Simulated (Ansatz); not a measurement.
System: YBr$_{3}$, charge 0, multiplicity 1. SMILES: [Br][Y]([Br])[Br]
Geometry from a B3LYP-D3(BJ)/def2-TZVP (Ansatz, an electronic-structure program) optimisation:
```xyz
4

Y      0.0000     0.0000     0.0000
Br    -2.0199    -1.6052    -0.3497
Br    -0.0008     2.3547    -1.1111
Br     2.0207    -0.7495     1.4609
```
Charge 0, spin multiplicity 1.

Quantity: vertical triplet-singlet gap (E(triplet) - E(singlet); each state is the SCF solution reached for its spin; the molecule has degenerate orbitals, so one determinant may break the symmetry; for the triplet the Hartree-Fock reference is unstable and T1 is 0.019), in kJ/mol. Correlated levels leave the core frozen unless marked. Open shells are spin-unrestricted. No spin-orbit coupling. The frozen core is the preceding noble-gas configuration, with the filled d and f shells of earlier blocks. In def2 rows, elements after Kr have scalar-relativistic effective core potentials.  The program attaches cautions to a run behind CCSD/def2-SVPD: other roots. The program attaches cautions to a run behind CCSD/def2-TZVPPD: other roots. The program attaches cautions to a run behind CCSD(T)/def2-SVPD: other roots. The program attaches cautions to a run behind CCSD(T)/def2-TZVPPD: other roots.

```tsv
level	program	vertical triplet-singlet gap (kJ/mol)
HF/def2-QZVPPD	Ansatz	444.2
RI-HF/def2-TZVPPD	Ansatz	443.6
SVWN5/def2-TZVPD	Ansatz	367.1
RI-MP2/def2-TZVPPD	Ansatz	518.3
RI-MP2/def2-QZVPPD	Ansatz	526.8
CCSD/def2-SVPD	Ansatz	492.2
CCSD/def2-TZVPPD	Ansatz	499.0
CCSD(T)/def2-SVPD	Ansatz	481.9
CCSD(T)/def2-TZVPPD	Ansatz	487.7
```
